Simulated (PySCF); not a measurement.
C5H7FO, SMILES CO[C@]1(F)C=CC1.

Geometry: B3LYP-D3(BJ)/def2-SVP. The structure was generated by enumeration; whether it is a known compound was not checked. The values are those of a single conformer.

The numbers are results of PySCF with SMD-B3LYP/6-31G*, not measurements.

Solvation free energies are E(SMD) − E(gas) at the gas-phase geometry, for 1 M in both phases. In vacuum the dipole moment is 2.77 D.

Q: Rank water, acetonitrile, acetone by solvation free energy, most negative first.

A: acetone (-5.2 kcal/mol), acetonitrile (-5.0 kcal/mol), water (-1.9 kcal/mol)
